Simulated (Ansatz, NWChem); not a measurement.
# Exact exchange and the HOMO–LUMO gap of H2Te

H2Te: 3 atoms, total charge 0, spin state singlet. SMILES: `[TeH2]`. Geometry: relaxed at PBE0-D4/def2-TZVP.

The HOMO–LUMO gap y, in eV, basis def2-TZVPPD with a core potential; a is the functional's share of exact exchange. Programs: Ansatz 0.2.0, NWChem 7.3.0.

| functional | program | a | y (eV) |
| --- | --- | --- | --- |
| TPSS | NWChem | 0 | 4.13 |
| r2SCAN | Ansatz | 0 | 4.45 |
| B3LYP | Ansatz | 0.2 | 5.35 |
| PBE0 | Ansatz | 0.25 | ? |
| r2SCAN0 | Ansatz | 0.25 | 6.14 |
| BHLYP | Ansatz | 0.5 | 7.50 |

Task: Fit y = c + s·a to the known rows and predict PBE0.

Result: 
1. Means of the 5 rows: a = 0.1900, y = 5.514.
2. Σ(Δa)² = 0.172, Σ(Δa·Δy) = 1.1167, so the slope is 1.1167/0.172 = 6.4924.
3. Intercept: 5.514 − (6.4924) × 0.1900 = 4.280. The largest residual of the fit is 0.24.
4. PBE0: 4.280 + (6.4924) × 0.25 = 5.90 eV.

The run gave 5.82 eV, so the prediction is off by +0.08 eV, within the scatter of the fit. Exact exchange lowers occupied levels and raises empty ones. The rows mix families of semi-local functionals, which the line can't see.
